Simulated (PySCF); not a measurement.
3,3-dimethyl-1-butanol, C₆H₁₄O.
InChI=1S/C6H14O/c1-6(2,3)4-5-7/h7H,4-5H2,1-3H3

Method: TDDFT CAM-B3LYP/def2-SVPD, vertical, gas phase, core orbitals frozen in the response (PySCF). One conformer (not necessarily the lowest) at the PBE0-D3(BJ)/def2-SVP geometry, without solvent, vibrations or thermal averaging. Torsions of this conformer, `[CH3:1][C:2]([CH3:3])([CH3:4])[CH2:5][CH2:6][OH:7]`: C1–C2–C5–C6 180°, C2–C5–C6–O7 -177°, H–O7–C6–C5 -58°.

```json
{"state": "S1", "E (eV)": "6.98", "ν̃ (cm⁻¹)": "56270", "f": "0.0076", "|μ| (D)": "0.54", "main configurations (H = HOMO, L = LUMO)": "H→L (48%), H→L+1 (44%)"}
{"state": "S2", "E (eV)": "8.14", "ν̃ (cm⁻¹)": "65670", "f": "0.014", "|μ| (D)": "0.67", "main configurations (H = HOMO, L = LUMO)": "H→L (36%), H→L+1 (35%), H→L+2 (10%)"}
{"state": "S3", "E (eV)": "8.38", "ν̃ (cm⁻¹)": "67610", "f": "0.011", "|μ| (D)": "0.59", "main configurations (H = HOMO, L = LUMO)": "H→L+2 (56%), H-1→L (13%), H→L+4 (12%)"}
{"state": "S4", "E (eV)": "8.47", "ν̃ (cm⁻¹)": "68340", "f": "0.017", "|μ| (D)": "0.73", "main configurations (H = HOMO, L = LUMO)": "H-1→L (45%), H-1→L+1 (22%), H→L+2 (10%)"}
{"state": "S5", "E (eV)": "8.63", "ν̃ (cm⁻¹)": "69640", "f": "0.021", "|μ| (D)": "0.80", "main configurations (H = HOMO, L = LUMO)": "H→L+3 (67%), H→L+6 (16%), H→L+8 (8%)"}
{"state": "S6", "E (eV)": "8.93", "ν̃ (cm⁻¹)": "72030", "f": "0.088", "|μ| (D)": "1.61", "main configurations (H = HOMO, L = LUMO)": "H-2→L (69%)"}
```

The lowest singlet lies at 6.98 eV (178 nm, vacuum ultraviolet) and is weak; its leading configuration is HOMO→LUMO (48%). The strongest level in the table is S6 at 8.93 eV (139 nm, f = 0.088). It is the last of those listed, so stronger ones may follow. Löwdin shares by element: HOMO oxygen 54%, carbon 24% or more, hydrogen 7% or more (atoms not listed hold the other 15%); LUMO carbon 25% or more, oxygen 10% (atoms not listed hold the other 65%). The listed states span 1.95 eV, and the widest gap between neighbours is 1.17 eV (S1 to S2). Of the 6 states listed, 5 reach f = 0.01 and none stays under 0.0005. The oscillator strengths of these states sum to 0.158; summed over the whole spectrum of an exact calculation they would give the number of electrons, 58 (Thomas–Reiche–Kuhn). Singlets were solved by full linear response.
